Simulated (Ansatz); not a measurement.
Geometry optimisation, RKS PBE/def2-SVP in Ansatz 0.2.0.

The input (input.yaml):

```yaml
crystal:
  periodic: [false, false, false]
  atoms:
    - { symbol: "N", position_ang: [-0.3283, 1.7568, -0.169] }
    - { symbol: B, position_ang: [0.1725, 0.4003, 0.0367] }
    - { symbol: "N", position_ang: [-0.4303, -0.8812, 0.6246] }
    - { symbol: C, position_ang: [0.5896, -1.7343, 0.2365] }
    - { symbol: S, position_ang: [1.365, -0.5973, -0.8288] }
    - { symbol: H, position_ang: [-0.963, 2.0446, 0.6521] }
    - { symbol: H, position_ang: [-0.9972, 1.7477, -0.9947] }
    - { symbol: H, position_ang: [0.684, -2.7938, 0.3869] }
basis:
  gaussian: { orbitals: def2-SVP }
hamiltonian:
  xc: pbe
relax:
  f_tol: 0.015
  max_steps: 40
```

Run as:

```bash
$ ansatz run input.yaml --threads 1 --pin off --max-ram 2048MiB --backend cpu --events-out ev --progress --plain --runs-dir out
```

Q: Where does it end, and by what steps?

A: It converged. After 8 steps the energy has fallen by 2.139 eV; H7 moved furthest, 0.80 Å.

```tsv
step	energy less start (eV)	largest force component (eV/Å)	accepted
0	0.0000	5.103	yes
1	-1.0879	2.894	yes
2	-1.4521	3.068	yes
3	-1.8669	1.440	yes
4	-2.0583	0.553	yes
5	-2.1088	0.238	yes
6	-2.1286	0.221	yes
7	-2.1383	0.041	yes
8	-2.1388	0.015	yes
```

```xyz
8
Properties=species:S:1:pos:R:3
N -0.566 1.509 -0.148
B -0.039 0.227 -0.070
N -0.288 -0.855 0.920
C 0.531 -1.607 0.263
S 1.198 -0.699 -1.175
H -1.237 1.847 0.544
H -0.330 2.178 -0.880
H 0.823 -2.657 0.489
```

The run took 28 s on 1 CPU thread of a shared host.
